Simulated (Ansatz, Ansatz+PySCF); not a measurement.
```xyz
14

C     1.4050    0.0000    0.0000
C     0.7025    1.2168    0.0000
C    -0.7025    1.2168    0.0000
C    -1.4050    0.0000    0.0000
C    -0.7025   -1.2168    0.0000
C     0.7025   -1.2168    0.0000
C     2.8100    0.0000    0.0000
H     1.2475    2.1607    0.0000
H    -1.2475    2.1607    0.0000
H    -2.4950    0.0000    0.0000
H    -1.2475   -2.1607    0.0000
H     1.2475   -2.1607    0.0000
H     3.3714   -0.9343    0.0000
H     3.3714    0.9343    0.0000
```

Basis set: def2-SVP (spherical functions). Correlated methods keep 7 orbitals frozen. Charge 0, multiplicity 2.

Computed with Ansatz (development build ahead of 0.2.0); each method stands on the lowest determinant of its kind that the runs found.

(1) Give the atomization energy at this shape (free ground-state atoms in the same class of orbitals less the molecule, no zero-point energy) of doublet C₇H₇ by UHF-MP2, UHF.

## Answers

(1)

| method | atomization energy |
| --- | --- |
| UHF-MP2 | 1519.98 kcal/mol |
| UHF | 1211.95 kcal/mol |

Caution: the unrestricted determinant is spin contaminated.
